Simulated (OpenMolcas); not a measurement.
Co.

```
Program             : OpenMolcas
Method              : CASSCF
Basis               : ANO-R2 [7s5p4d2f1g]
Scalar Hamiltonian  : X2C, finite nucleus
Active space        : 9 electrons in 6 orbitals (3d 4s)
State averaging     : 2S+1 = 4 even, 20 roots; 2S+1 = 2 even, 40 roots kept (CI in the orbitals of an earlier block)
Spin-orbit coupling : state interaction with AMFI integrals over the reference wave functions, term energies averaged over their components
```

Levels without dynamic correlation, in cm-1 above 3d7 4s2 4F 9/2:

| Level | E |
| --- | --- |
| 3d7 4s2 2G 9/2 | 17790 |
| 3d7 4s2 4P 5/2 | 17937 |
| 3d7 4s2 2P 3/2 | 23421 |

On this reference, MS-CASPT2, IPEA 0.25 Eh, imaginary shift 0.1 Eh (closed shells correlated: 3s 3p) puts 3d7 4s2 2G 9/2 at 16650 cm-1.

Problem. Estimate the other levels at that method by one scale factor, and say how well it serves.

Solution. The factor is 16650 / 17790 = 0.936. Scaled values beside those that MS-CASPT2 gives and measured ones (NIST Handbook of Basic Atomic Spectroscopic Data):
| Level | Scaled | MS-CASPT2 | Miss (%) | Measured |
| --- | --- | --- | --- | --- |
| 3d7 4s2 4P 5/2 | 16789 | 14870 | +12.9 | 13795 |
| 3d7 4s2 2P 3/2 | 21922 | 19310 | +13.5 |  |
For these levels the scaled values miss MS-CASPT2 by up to 13.5 %, as correlation changes each term by its own factor, spin-orbit parts do not scale and CASPT2 has its own spread within terms. This holds within one configuration; levels of others move differently, and the target method has errors of its own against measurement.

CASPT2 breaks the degeneracy within a term, and the mean is taken; among the terms shown or strongly mixed into the levels shown the widest spread is 1800 cm-1 (3d7 4s2 4F, MS-CASPT2). Terms from blocks run as CI alone lack orbitals of their own. Without dynamic correlation excited terms often stand tens of per cent too high (terms of higher spin than the ground term too low), and those without a measured partner can miss by more than the paired ones (holds for CASSCF). Computed and measured levels are paired by configuration, term and J; levels that our copy of the source lacks, or whose pairing is in doubt (as where it misses far off the trend of its configuration), stay unpaired and out of the deviations. Levels of configurations outside the active space are missing.
